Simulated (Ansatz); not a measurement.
Reaction (hydrogenolysis of the Si–C bond): `C[C@H]1[AlH][Si@@H]1C` + H₂ → `C[CH]1[AlH][SiH2]1` + CH₄

Isolated molecules relaxed with PBE0-D4/def2-TZVP in Ansatz; ΔE leaves out vibrations. CBS: MP2 limit from def2 TZ/QZ plus the TZ coupled-cluster correction, frozen cores. This one scheme is used for every species. Functionals use def2-TZVPP. B3LYP here is the variant with VWN-RPA as its local correlation; programs differ in this.

```json
{"level": "r2SCAN-D4", "ΔE (kJ/mol)": "-27.3", "difference from CCSD(T)/CBS": "0.7"}
{"level": "PBE0-D4", "ΔE (kJ/mol)": "-28.9", "difference from CCSD(T)/CBS": "-0.9"}
{"level": "ωB97M-V", "ΔE (kJ/mol)": "-28.8", "difference from CCSD(T)/CBS": "-0.8"}
{"level": "PBE", "ΔE (kJ/mol)": "-31.2", "difference from CCSD(T)/CBS": "-3.2"}
{"level": "B3LYP", "ΔE (kJ/mol)": "-39.9", "difference from CCSD(T)/CBS": "-11.9"}
{"level": "MP2/def2-TZVPP", "ΔE (kJ/mol)": "-24.0", "difference from CCSD(T)/CBS": "4.0"}
{"level": "SCS-MP2/def2-TZVPP", "ΔE (kJ/mol)": "-30.1", "difference from CCSD(T)/CBS": "-2.1"}
{"level": "CCSD(T)/def2-TZVPP", "ΔE (kJ/mol)": "-30.1", "difference from CCSD(T)/CBS": "-2.1"}
{"level": "HF/CBS(def2)", "ΔE (kJ/mol)": "-51.8", "difference from CCSD(T)/CBS": "-23.8"}
{"level": "MP2/CBS(def2)", "ΔE (kJ/mol)": "-21.9", "difference from CCSD(T)/CBS": "6.1"}
{"level": "CCSD(T)/CBS", "ΔE (kJ/mol)": "-28.0", "difference from CCSD(T)/CBS": "0"}
```

Largest T1 diagnostic among the species: 0.012.

In def2-TZVPP, CCSD(T) changes the Hartree–Fock value by +22.0 kJ/mol (the triples alone add +4.4 kJ/mol) and MP2 by +28.1 kJ/mol. The D4 term adds +8.2 kJ/mol with B3LYP and +4.7 kJ/mol with PBE0; it sums over pairs of atoms, weighted by their polarisabilities, and B3LYP, whose exchange is more repulsive, gets the larger term.
